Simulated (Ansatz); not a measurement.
A run for Ansatz (a program for electronic structure): U-PBE/def2-TZVPP on H5InSi (SMILES [SiH3][InH2]), a point of a bond scan (R = 3.997 Å). Elements past Kr take the def2 small-core potentials; no spin–orbit coupling.

Ansatz 0.2 input:
```yaml
crystal:
  periodic: [false, false, false]
  atoms:
    - {symbol: In, position_ang: [-0.32667194, -0.55207065, 0.06665595]}
    - {symbol: H, position_ang: [0.76180743, -3.20248262, 2.85318705]}
    - {symbol: H, position_ang: [-1.69916802, -0.94453524, -0.92206221]}
    - {symbol: Si, position_ang: [0.98424778, 1.66633835, -0.20679277]}
    - {symbol: H, position_ang: [0.75722458, 2.53069909, 0.98114900]}
    - {symbol: H, position_ang: [0.57858736, 2.43360543, -1.41049999]}
    - {symbol: H, position_ang: [2.44423217, 1.40737952, -0.29782067]}
basis:
  gaussian:
    orbitals: def2-TZVPP
hamiltonian:
  xc: {name: PBE}
magnetization: {spin_polarized: true, initial_magnetization: 0}
```

The log:

```
WARN ansatz: RAYON_NUM_THREADS=1 ignored (pool sized by the plan → 1); use --threads N
Functional definition: PBE
integrals: 0.07 GiB planned
971 factors; their error is unknown
mean field: 0.61 GiB planned
mean field evaluation 1: about -13118.6355 eV, gradient 2.2e1 eV
mean field evaluation 2: about -13107.9526 eV, gradient 3.6e1 eV
mean field evaluation 4: about -13119.2316 eV, gradient 1.5e1 eV
mean field evaluation 8: about -13121.2999 eV, gradient 1.2e1 eV
mean field evaluation 16: about -13124.5645 eV, gradient 2.0e-5 eV
mean field evaluation 32: about -13125.0335 eV, gradient 4.9e-1 eV
mean field -13125.01713749 eV, -482.3354833466 hartree, gradient 2.0e-5 eV, S^2 0.919427; 5 other end points of the search recorded, 0 dependent functions left out
reference -13125.01720178 eV, -482.3354857092 hartree; 20, 20 occupied and 142, 142 virtual orbitals, 971 factors
Total energy: -13125.01720178 eV, -482.3354857092 hartree
```

The calculation finished and met its thresholds. Its determinant has ⟨S²⟩ = 0.92, a mixture of spin states.

Cost: roughly 12 core-seconds.
